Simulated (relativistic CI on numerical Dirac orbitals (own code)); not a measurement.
Forbidden lines of Tl LXXX

These numbers are calculated, not measured: Dirac-Coulomb-Breit CI, orbitals from a KLI potential per configuration, model QED (radiative potential, 1s self-energy scaled to tabulated hydrogen-like ionisation energies), unscaled Slater integrals (own radial code, finite nucleus).

Configurations in the expansion: 1s², 1s2s, 1s2p, 1s3s, 1s3p, 1s3d, 1s4s, 1s4p, 1s4d, 1s4f, 1s5s, 1s5p, 1s5d, 1s5f, 1s5g, 1s6s, 1s6p, 1s6d, 2s². Levels of other configurations are missing.

```tsv
λ vac (nm)	Lower	Upper	Type	A (s⁻¹)	gf	Branching (%)
0.01314	1s² ¹S0 [1]	1s6d ¹D2 [59]	E2	2.71e+13	3.51e-04	7.3
0.01315	1s² ¹S0 [1]	1s6d ³D2 [55]	E2	2.12e+13	2.75e-04	5.0
0.01330	1s² ¹S0 [1]	1s5d ¹D2 [43]	E2	4.46e+13	5.90e-04	7.0
0.01330	1s² ¹S0 [1]	1s5d ³D2 [37]	E2	3.52e+13	4.66e-04	4.9
0.01330	1s² ¹S0 [1]	1s5p ³P°2 [36]	M2	6.06e+12	8.04e-05	2.1
0.01358	1s² ¹S0 [1]	1s4d ¹D2 [29]	E2	7.86e+13	1.09e-03	6.5
0.01360	1s² ¹S0 [1]	1s4d ³D2 [23]	E2	6.28e+13	8.70e-04	4.6
0.01360	1s² ¹S0 [1]	1s4p ³P°2 [22]	M2	1.16e+13	1.61e-04	2.4
0.01425	1s² ¹S0 [1]	1s3d ¹D2 [17]	E2	1.35e+14	2.05e-03	4.9
0.01428	1s² ¹S0 [1]	1s3d ³D2 [13]	E2	1.10e+14	1.68e-03	3.5
0.01428	1s² ¹S0 [1]	1s3p ³P°2 [12]	M2	2.62e+13	4.00e-04	3.3
0.01441	1s² ¹S0 [1]	1s3s ³S1 [8]	M1	1.19e+13	1.11e-04	2.3
0.01664	1s² ¹S0 [1]	1s2p ³P°2 [6]	M2	7.18e+13	1.49e-03	77.8
0.01723	1s² ¹S0 [1]	1s2s ³S1 [2]	M1	2.87e+13	3.83e-04	100.0
0.05862	1s2p ³P°1 [3]	1s5f ³F°3 [41]	E2	8.33e+12	3.00e-03	2.6
0.06601	1s2p ³P°2 [6]	1s5f ³F°4 [45]	E2	1.01e+13	5.93e-03	3.3
0.06620	1s2p ¹P°1 [7]	1s5f ¹F°3 [47]	E2	8.56e+12	3.94e-03	2.8
0.07372	1s2p ³P°2 [6]	1s4f ³F°4 [30]	E2	1.50e+13	1.10e-02	2.6
0.07396	1s2p ¹P°1 [7]	1s4f ¹F°3 [31]	E2	1.28e+13	7.34e-03	2.2
```

Terms are leading LS components. Brackets give the number of a level in order of energy, since labels repeat. The list gives strong lines, with weight on those to low levels, among the lowest 59 of 60 levels, so that lines to higher ones, which can be the strongest, are missing. Levels whose partners in the same complex of configurations lie outside the list can be far off, and so can their lines. Rates are taken at the computed energies, electric ones in the length gauge.

At this charge energies of transitions that change n are usually good to better than 1 %, and those within a shell (Δn = 0) to a few per cent.

LS names give the leading component of a level, which can be under half, so a name can repeat, a term be missing and a line seem to break the LS rules.
